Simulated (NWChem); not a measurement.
Molecule: phosphorus nitride (PN); SMILES N#P

Results from NWChem. Pople sets run with spherical d functions. Each level has its own optimisation. Computed dipoles belong to the equilibrium geometry; the measured one is vibrationally averaged.

Measured dipole moment: 2.75 D (NIST CCCBDB, as tabulated in the package chemicals).

| level | dipole moment (D) | computed − measured |
|---|---|---|
| Hartree-Fock/STO-3G | 2.04 | -0.71 |
| Hartree-Fock/3-21G | 2.36 | -0.39 |
| Hartree-Fock/6-31G* | 2.92 | +0.17 |
| B3LYP/6-31G* | 2.45 | -0.30 |
| LDA (Slater exchange, VWN5)/def2-SVP | 2.39 | -0.36 |
| PBE/def2-SVP | 2.33 | -0.42 |
| BLYP/def2-SVP | 2.35 | -0.40 |
| PBE0/def2-SVP | 2.54 | -0.21 |
